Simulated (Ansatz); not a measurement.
Consider the silylene formation by 1,1-elimination: `C[SiH2]N(C)C` → `CN(C)C` + `[SiH2]`.

Program: Ansatz. Geometries: PBE0-D4/def2-TZVP. ΔE: electronic, gas phase. CCSD(T)/CBS is the MP2 limit (def2-TZVPP, def2-QZVPP) plus CCSD(T) − MP2 in def2-TZVPP, frozen cores. This one scheme is used for every species. One conformer a species, not always the lowest.

`C[SiH2]N(C)C`:

Cartesian coordinates in Å:
```
C 1.190 -1.369 1.451
Si 1.077 0.231 0.497
N -0.465 0.391 -0.255
C -0.952 1.688 -0.655
C -1.049 -0.689 -1.011
H 1.173 -2.240 0.792
H 2.134 -1.397 2.002
H 0.371 -1.461 2.168
H 2.228 0.270 -0.464
H 1.221 1.409 1.396
H -2.043 1.740 -0.543
H -0.516 2.469 -0.029
H -0.718 1.925 -1.705
H -0.696 -1.655 -0.644
H -2.142 -0.680 -0.913
H -0.815 -0.631 -2.086
```

`CN(C)C`:

Z-matrix (Å, degrees):
```
C
N 1 1.442
H 1 1.092 2 109.9
H 1 1.092 2 110.0 3 118.9
H 1 1.107 2 112.8 3 -120.5
C 2 1.442 1 111.5 3 -176.9
C 2 1.442 1 111.5 3 57.9
H 6 1.092 2 109.9 1 176.8
H 6 1.092 2 109.9 1 57.9
H 6 1.107 2 112.8 1 -62.6
H 7 1.092 2 109.9 1 -176.8
H 7 1.107 2 112.8 1 62.6
H 7 1.092 2 109.9 1 -57.9
```

`[SiH2]`:

Cartesian coordinates in Å:
```
Si 0.012 -0.712 -0.005
H 0.654 0.372 -0.865
H -0.665 0.339 0.870
```

```tsv
species	CCSD(T)/CBS(def2) energy (Eh)
`C[SiH2]N(C)C`	-464.57799
`CN(C)C`	-174.25827
`[SiH2]`	-290.19011
```

Question: Work out ΔE.

Answer: ΔE = (-174.25827) + (-290.19011) − (-464.57799) = 0.12961 Eh = +340.3 kJ/mol.

Largest T1 diagnostic among the species: 0.014.

From PBE to PBE0 (25 % exact exchange), in def2-TZVPP and without D4, ΔE moves by +12.1 kJ/mol. In def2-TZVPP, CCSD(T) changes the Hartree–Fock value by +12.5 kJ/mol (the triples alone add +3.8 kJ/mol) and MP2 by +37.0 kJ/mol.
